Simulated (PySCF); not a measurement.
FS, doublet, geometry from GFN2-xTB.

Here is a job for PySCF.
```python
from pyscf import gto, scf, dft

mol = gto.M(
    atom='''
S    -0.000000   -0.000000   -0.585537
F     0.000000    0.000000    1.040954
''',
    basis='aug-cc-pvdz',
    charge=0,
    spin=1,
    verbose=4,
)

mf = dft.UKS(mol)
mf.xc = 'r2scan'
mf.kernel()
```

Question: What does this run give for the nuclear repulsion energy, <S^2>, Mulliken (on the basis functions themselves) charges in atom order?

Answer: 
```
Quantity                                                                        Value
------------------------------------------------------------------  -----------------
nuclear repulsion energy                                                   46.8503 Eh
<S^2>                                                                           0.756
Mulliken (on the basis functions themselves) charges in atom order  S1 0.37, F2 -0.37
```

These values belong to the state on which the SCF converged, which isn't shown to be the lowest.
